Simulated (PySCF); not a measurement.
PySCF job for Si(F)2(OH)2 (F₂H₂O₂Si), SMILES F[Si](O)(F)O, ωB97X-D3(BJ)/def2-SVP. The structure is a stationary point at ωB97X-D3(BJ)/def2-SVP. Other conformers were not sampled.

```python
import numpy as np
from pyscf import gto, scf, dft, df
from pyscf.hessian import thermo

mol = gto.M(
    atom='''
    O    -0.25116582    1.59974063   -0.13153063
    Si    0.01465106   -0.00776590    0.00887490
    O     1.61522264   -0.30145775   -0.01991553
    F    -0.76444232   -0.78587540   -1.16635635
    F    -0.58535117   -0.60643434    1.37163762
    H    -1.14657474    1.91119958   -0.29753808
    H     2.17714658    0.34204775   -0.46267270
    ''',
    basis='def2-SVP',
    charge=0,
    spin=0,
    max_memory=1600,
    verbose=3,
)
mf = dft.RKS(mol, xc='wb97x-d3bj').density_fit(auxbasis='def2-universal-jkfit')
mf.grids.level = 3
mf.conv_tol = 1e-11
mf.max_cycle = 100
mf.kernel()

# [left out here: the lines that compute and print the analytic Hessian (its translational invariance restored by hand, since the grid's response is missing), thermochemistry and intensities]
```

It prints:

```
converged SCF energy = -640.735851815106

WARN: DFTD3 does not support analytical Hessian, using finite difference


WARN: Mole.unit (angstrom) is changed to Bohr

Mode                                 0                   1                   2
Irrep
Freq [cm^-1]                      103.3794            188.0795            263.3498
Reduced mass [au]                   1.3989              1.2246              5.9705
Force const [Dyne/A]                0.0088              0.0255              0.2440
Char temp [K]                     148.7399            270.6045            378.9017
Normal mode                   x     y     z       x     y     z       x     y     z
       0   O                -0.05 -0.00 -0.02    0.01 -0.01 -0.03    0.10  0.01 -0.08
       1  Si                 0.00  0.01  0.01    0.00 -0.01  0.01   -0.00 -0.00 -0.00
       2   O                -0.00 -0.01  0.09    0.01  0.01  0.01    0.02  0.11  0.07
       3   F                -0.01  0.05 -0.02   -0.05  0.04  0.01   -0.08 -0.01  0.05
       4   F                 0.05 -0.02  0.01    0.03 -0.05  0.00   -0.01 -0.09 -0.05
       5   H                -0.02 -0.08 -0.32    0.12 -0.07 -0.76    0.07  0.12  0.26
       6   H                -0.03 -0.47 -0.61    0.01  0.26  0.38   -0.07  0.03 -0.16
Mode                                 3                   4                   5
Irrep
Freq [cm^-1]                      303.1327            359.3788            368.2028
Reduced mass [au]                   2.5173              6.8307              6.8295
Force const [Dyne/A]                0.1363              0.5198              0.5455
Char temp [K]                     436.1404            517.0661            529.7618
Normal mode                   x     y     z       x     y     z       x     y     z
       0   O                 0.06  0.01  0.08   -0.07  0.03  0.02    0.03  0.08  0.05
       1  Si                -0.00 -0.00  0.02    0.07  0.05 -0.02   -0.06  0.06 -0.04
       2   O                 0.01  0.06 -0.09    0.05 -0.06  0.01   -0.08 -0.03  0.04
       3   F                 0.04 -0.06  0.03   -0.04 -0.02  0.10    0.03 -0.10  0.00
       4   F                -0.09  0.00 -0.02   -0.04 -0.02 -0.10    0.08 -0.03 -0.02
       5   H                 0.16  0.04 -0.40   -0.13 -0.14 -0.03    0.11  0.23 -0.09
       6   H                -0.14 -0.02 -0.39    0.20 -0.14  0.07    0.05 -0.10  0.11
Mode                                 6                   7                   8
Irrep
Freq [cm^-1]                      380.2157            770.6990            779.1303
Reduced mass [au]                  16.9146              2.3337              1.4153
Force const [Dyne/A]                1.4407              0.8167              0.5062
Char temp [K]                     547.0458           1108.8643           1120.9951
Normal mode                   x     y     z       x     y     z       x     y     z
       0   O                 0.01 -0.04  0.12    0.02  0.14 -0.00   -0.04 -0.03  0.00
       1  Si                 0.01 -0.05 -0.07    0.00  0.00  0.00   -0.01  0.01  0.00
       2   O                 0.04  0.05  0.08    0.07 -0.04  0.02    0.03 -0.07  0.03
       3   F                -0.08 -0.03 -0.04   -0.03 -0.05 -0.06    0.02  0.02  0.04
       4   F                 0.02  0.09 -0.02   -0.01 -0.02  0.05    0.03  0.02 -0.06
       5   H                 0.04 -0.04 -0.05   -0.21 -0.45  0.02    0.09  0.30  0.02
       6   H                 0.01  0.03  0.00   -0.29  0.22 -0.09   -0.63  0.40 -0.17
Mode                                 9                  10                  11
Irrep
Freq [cm^-1]                      794.2816            975.2745           1016.6727
Reduced mass [au]                   2.0588             20.9681             10.3193
Force const [Dyne/A]                0.7653             11.7507              6.2844
Char temp [K]                    1142.7943           1403.2029           1462.7656
Normal mode                   x     y     z       x     y     z       x     y     z
       0   O                -0.06  0.03 -0.01   -0.01  0.06  0.00    0.03 -0.13  0.02
       1  Si                 0.01  0.01 -0.00   -0.01 -0.06 -0.12   -0.00  0.12 -0.06
       2   O                 0.12 -0.02 -0.01   -0.00  0.00  0.01    0.02 -0.01  0.01
       3   F                -0.04 -0.03 -0.05    0.06  0.06  0.09   -0.00 -0.01 -0.01
       4   F                -0.04 -0.03  0.07   -0.03 -0.03  0.08   -0.03 -0.04  0.07
       5   H                 0.17  0.63 -0.03   -0.02  0.04 -0.02    0.01 -0.20  0.01
       6   H                 0.17 -0.05  0.00   -0.03  0.00 -0.02   -0.09  0.06 -0.03
Mode                                12                  13                  14
Irrep
Freq [cm^-1]                     1042.2926           3944.5473           3950.5425
Reduced mass [au]                   7.7173              1.0671              1.0674
Force const [Dyne/A]                4.9397              9.7824              9.8148
Char temp [K]                    1499.6270           5675.3253           5683.9510
Normal mode                   x     y     z       x     y     z       x     y     z
       0   O                 0.02 -0.02  0.00    0.05 -0.02  0.01   -0.01  0.00 -0.00
       1  Si                -0.13 -0.00  0.01    0.00  0.00 -0.00   -0.00  0.00 -0.00
       2   O                 0.14 -0.01 -0.01    0.01  0.01 -0.01    0.04  0.04 -0.03
       3   F                 0.03  0.02  0.03    0.00  0.00  0.00   -0.00 -0.00 -0.00
       4   F                 0.02  0.02 -0.04   -0.00  0.00 -0.00   -0.00 -0.00  0.00
       5   H                -0.04 -0.17  0.01   -0.88  0.33 -0.16    0.17 -0.06  0.03
       6   H                 0.23 -0.07  0.01   -0.11 -0.12  0.08   -0.57 -0.62  0.43
temperature 298.1500 [K]
pressure 101325.00 [Pa]
Rotational constants [GHz] 4.03692 3.94167 3.79011
Symmetry number 1
Zero-point energy (ZPE) 0.03472 [Eh]   91150.532 [J/mol]
                           tot       elec      trans        rot        vib
Entropy [J/mol/K]       329.138      0.000    166.192    109.120     53.826
Cv [J/mol/K]             87.537      0.000     12.472     12.472     62.594
Cp [J/mol/K]             95.851      0.000     20.786     12.472     62.594
Internal energy [J/mol]                      3718.434   3718.434 100529.233
Internal energy [Eh]   -640.69473  -640.73585
Enthalpy [J/mol]                             6197.391   3718.434 100529.233
Enthalpy [Eh]          -640.69379
Gibbs free energy [J/mol]                  -43352.760 -28815.603  84481.002
Gibbs free energy [Eh] -640.73116
static polarisability / bohr^3: [[23.825 -0.715 -0.291]
 [-0.715 21.933 -0.927]
 [-0.291 -0.927 19.347]]
largest difference of analytic and finite-field dipole derivatives / e: 0.0003311895486808325
mode   freq/cm-1   IR/(km/mol)   Raman/(A^4/amu)   depolarisation
   1      103.38       157.398             1.419            0.742
   2      188.08        18.466             2.465            0.750
   3      263.35         4.395             0.367            0.700
   4      303.13        58.504             0.448            0.749
   5      359.38        52.199             1.085            0.750
   6      368.20        54.059             1.143            0.711
   7      380.22        76.644             1.099            0.749
   8      770.70        59.791             4.891            0.025
   9      779.13       192.956             2.357            0.691
  10      794.28        83.564             3.432            0.118
  11      975.27       220.712             0.443            0.578
  12     1016.67       242.994             0.711            0.701
  13     1042.29       223.630             1.411            0.518
  14     3944.55       153.331            62.951            0.379
  15     3950.54       127.666            63.333            0.198
max |gradient| / (hartree/bohr): 0.00021624424460818588
APT charges: [-0.8856  2.3412 -0.8659 -0.6483 -0.6348  0.344   0.3493]
```

Self-consistency was reached.
